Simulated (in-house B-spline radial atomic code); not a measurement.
A run on the molybdenum ion Mo⁺ that did not converge. Method: scalar-relativistic (X2C) wB97X, spin-polarised, spherical fractional occupations, Fermi nucleus of rms radius 4.4091 fm; computed with a B-spline radial code for spherical atoms. In the input, 2p2,3 would mean two up and three down electrons.

Command:
```bash
python run_scf.py task.json out
```
Settings (nuclear radius in fm, mass in u):
```
Z                42
configuration    1s2 2s2 2p6 3s2 3p6 3d10 4s2 4p6 4d5,0
hamiltonian      x2c
method           wb97x
spin_polarised   True
nucleus          fermi
rms_radius       4.4091
atomic_mass      97.9054
speed_of_light   137.035999084
```

First and last ten iterations of the last attempt (damped for 15 steps, keeping 80 % of the old Fock matrix, then DIIS):
```
 iter        energy (Eh)    residual
    1       -4043.710225    4.38e-01
    2       -4045.978946    2.30e-01
    3       -4047.129796    1.56e-01
    4       -4047.702695    1.06e-01
    5       -4047.981585    7.37e-02
    6       -4048.114731    5.29e-02
    7       -4048.177457    3.81e-02
    8       -4048.206887    2.78e-02
    9       -4048.220796    2.07e-02
   10       -4048.227494    1.56e-02
  111       -4048.234850    5.06e-07
  112       -4048.234850    5.07e-07
  113       -4048.234850    5.82e-07
  114       -4048.234850    6.55e-07
  115       -4048.234850    6.34e-07
  116       -4048.234850    1.57e-06
  117       -4048.234850    1.43e-06
  118       -4048.234850    1.56e-06
  119       -4048.234850    5.80e-07
  120       -4048.234850    8.84e-07
 not converged after 120 iterations
```

The smallest residual met was 5.1e-07; the threshold is about 4e-07. Over the last five steps the energy moves by less than 1e-08 hartree, but the orbitals didn't meet the threshold. Cost of the run: 20 s on 1 thread of Arm Neoverse V1 (shared host).
